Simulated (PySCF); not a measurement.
Q: Write a Z-matrix for `CN(C)[Si]F` [triplet] as optimised with PBE0-D3(BJ)/def2-SVP. (Triplet state.)

A: 
Z-matrix in Å and degrees, rows numbered from 1:
```
C 
N   1  1.4475
C   2  1.4472  1  113.54
Si  2  1.7383  1  122.20  3   164.93
F   4  1.6460  2  116.92  1    97.41
H   1  1.0980  2  110.50  3  -178.81
H   1  1.1059  2  109.95  3    61.82
H   1  1.1063  2  112.17  3   -57.75
H   3  1.0981  2  110.54  1   179.38
H   3  1.1064  2  112.17  1    58.30
H   3  1.1059  2  109.96  1   -61.22
```

N2 (nitrogen bonded to 2 C and Si) is almost planar (angles 122.4°, 122.2° and 113.5°, sum 358.2°, 0.12 Å off the plane of its three neighbours). Of the pairs four or more bonds apart, H7···H11 is among the closest relative to their van der Waals radii: 2.51 Å, 105 % of the sum of Bondi's values. Si4 (silicon bonded to F and N) is bent (angle 116.9°).

Level of theory: PBE0-D3(BJ)/def2-SVP geometry optimisation, gas phase in PySCF.

Point group: Cs (every atom within 0.08 Å of its image). Not checked by PBE0-D3(BJ)/def2-SVP frequencies. ⟨S²⟩ = 2.004 (exact for a triplet: 2.00). This triplet need not be the ground state; the singlet was not compared here. Torsions: C1–N2–Si4–F5 97°.

One conformer stands for the species.
